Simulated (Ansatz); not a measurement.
Compare A (`C[S][Ga]([OH])[F]`) with its isomer B (`C[O][Ga]([F])[SH]`).

Calculated with Ansatz (gas phase, PBE0-D4/def2-TZVP geometries, no zero-point term in ΔE). CBS: MP2 limit from def2 TZ/QZ plus the TZ coupled-cluster correction, frozen cores. Functionals use def2-TZVPP. B3LYP here is the variant with VWN-RPA as its local correlation; programs differ in this. For Ga outer-core shells are correlated without core-valence functions, which leaves a few kJ/mol of doubt a bond. Scalar relativity is left out up to krypton. Each species was taken in one conformer, which may not be the lowest.

(1) Which isomer does CCSD(T)/CBS put lower? Give the gap. (An estimate is asked.)

(2) Give E(B) − E(A) in kJ/mol with BLYP-D4, HF/def2-TZVPP, B2PLYP, B3LYP, CCSD(T)/def2-TZVPP, LDA (SPW92), MP2/def2-TZVPP. (An estimate is asked.)

(3) Does the order hold for the free energy at 298.15 K (harmonic terms from PBE0-D4)? (Best estimate.)

Largest T1 diagnostic: 0.014.

Answers

(1) The calculation gave: A, by 46.2 kJ/mol.

(2) Ansatz gave: BLYP-D4 41.2, HF/def2-TZVPP 31.3, B2PLYP 40.9, B3LYP 38.3, CCSD(T)/def2-TZVPP 40.3, LDA (SPW92) 41.2, MP2/def2-TZVPP 47.3. None reverses the order clearly.

(3) The calculation gave: Yes: G(B) − G(A) = +42.9 kJ/mol, for one conformer each. Modes under 60 cm⁻¹, often nearly free rotors, make the harmonic entropy too high.

At CCSD(T), def2-SVP lies −25.2 kJ/mol from the extrapolated value and def2-TZVPP −5.8 kJ/mol. Leaving LDA and LC-ωPBE aside and taking each functional with its dispersion term where it has one, the values, not all of them listed here, spread over 9.4 kJ/mol, from CAM-B3LYP-D4 to revPBE-D4.
